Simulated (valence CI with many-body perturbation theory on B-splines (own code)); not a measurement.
# Level structure of Pr45+

Level of theory: configuration interaction combined with many-body perturbation theory (CI+MBPT): four valence electrons over a frozen Dirac-Fock core [Ne], radial functions for each j: 11 s, 11 p, 9 d, 7 f, 5 g, 2 h, 1 i, with the one-electron correlation potential Σ1, the two-electron term Σ2, the three-electron term Σ3, Breit, model QED; selected CI, second order for the rest (own B-spline code, finite nucleus).

No measured spectrum was set against this ion. As an estimate, large intervals hold to a few tenths of a per cent, small ones and those within an open d or f shell to about a per cent.

Levels 46 to 64 of 64, with energies above the lowest level, (3s^2 3p1/2^2) J=0. "Leading %" is the weight of the configuration and term that name the level; weights of strongly mixed levels are sums over their largest components and can fall short. In the jj column 3d3/2^4 stands for four electrons in 3d with j = 3/2. Lifetimes count E1, E2, E3, M1 and M2 decay at the calculated energies, and are blank where another channel may lead or the interval is too uncertain; long ones can be off by a factor of two.

```
No.  Configuration  Term  J  E (eV)  Leading %                   Leading jj  Lifetime
 46      3s 3p2 3d    5F  5  543.76         50  3s 3p1/2 3p3/2 3d5/2 (97 %)   95.4 ps
 47      3s 3p2 3d    3P  2  543.81         36  3s 3p1/2 3p3/2 3d5/2 (86 %)   5.49 ps
 48      3s 3p2 3d    3D  1  551.57         59  3s 3p1/2 3p3/2 3d5/2 (47 %)   2.49 ps
 49      3s 3p2 3d    3F  3  552.26         40  3s 3p1/2 3p3/2 3d5/2 (84 %)   5.79 ps
 50      3s 3p2 3d    3F  2  561.11         23  3s 3p1/2 3p3/2 3d5/2 (53 %)   2.24 ps
 51      3s 3p2 3d    3D  3  561.40         58  3s 3p1/2 3p3/2 3d5/2 (80 %)   3.16 ps
 52      3s 3p2 3d    3P  0  561.68         73  3s 3p1/2 3p3/2 3d3/2 (60 %)   1.60 ps
 53      3s 3p2 3d    1G  4  561.94         44  3s 3p1/2 3p3/2 3d5/2 (81 %)   9.81 ps
 54      3s 3p2 3d    3P  1  563.28         39  3s 3p1/2 3p3/2 3d3/2 (70 %)   1.18 ps
 55      3s 3p2 3d    3F  2  565.39         24  3s 3p1/2 3p3/2 3d3/2 (48 %)   1.27 ps
 56      3s 3p2 3d    3D  3  571.32         35  3s 3p1/2 3p3/2 3d5/2 (89 %)   2.62 ps
 57      3s 3p2 3d    3G  4  572.37         43  3s 3p1/2 3p3/2 3d5/2 (89 %)   3.50 ps
 58      3s 3p2 3d    3D  1  574.66         48  3s 3p1/2 3p3/2 3d5/2 (88 %)   4.43 ps
 59      3s 3p2 3d    3P  1  583.86         37  3s 3p1/2 3p3/2 3d5/2 (88 %)   3.15 ps
 60      3s 3p2 3d    3F  3  585.14         35  3s 3p1/2 3p3/2 3d5/2 (83 %)   2.03 ps
 61      3s 3p2 3d    3D  2  585.97         30  3s 3p1/2 3p3/2 3d5/2 (80 %)   2.55 ps
 62      3s 3p2 3d    3P  0  588.29         36  3s 3p1/2 3p3/2 3d5/2 (66 %)   1.89 ps
 63      3s 3p2 3d    3D  2  592.12         33  3s 3p1/2 3p3/2 3d5/2 (84 %)   1.33 ps
 64        3s2 3d2    3F  2  602.49         58          3s^2 3d3/2^2 (72 %)    728 fs
```
